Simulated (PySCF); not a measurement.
# Be⁺ (beryllium, charge +1) across methods

[He] 2p1, 2P determinant (an excited configuration). Computed with PySCF 2.14 in aug-cc-pVQZ with one added diffuse shell each of s, p, d, f, g type (7s6p5d4f3g, 105 functions), with no relativity, point nucleus.

| method | E (hartree) | mean ε 1s α (eV) | mean ε 1s β (eV) | mean ε 2p α (eV) | Σ⟨r²⟩ (bohr²) | ⟨S²⟩ |
| --- | --- | --- | --- | --- | --- | --- |
| LDA | -13.9865 | -116.54 | -116.23 | -10.682 | 7.112 | 0.750 |
| BLYP | -14.2060 | -118.14 | -117.91 | -10.806 | 6.941 | 0.750 |
| PBE | -14.1719 | -117.88 | -117.57 | -10.894 | 7.032 | 0.750 |
| PBE0 | -14.1746 | -123.64 | -123.33 | -11.794 | 7.055 | 0.750 |
| M06-2X | -14.1939 | -128.97 | -128.84 | -12.412 | 7.190 | 0.750 |
| LC-wPBE | -14.1718 | -123.79 | -123.48 | -14.321 | 6.891 | 0.750 |
| B97-3 | -14.2064 | -124.26 | -124.08 | -11.833 | 7.053 | 0.750 |
| UHF | -14.13085 | -140.16 | -139.89 | -14.146 | 7.271 | 0.750 |

Question: Estimate the same row for r2SCAN.

Answer: E (hartree) = -14.1959; mean ε 1s α (eV) = -120.19; mean ε 1s β (eV) = -119.96; mean ε 2p α (eV) = -11.010; Σ⟨r²⟩ (bohr²) = 6.998; ⟨S²⟩ = 0.750.
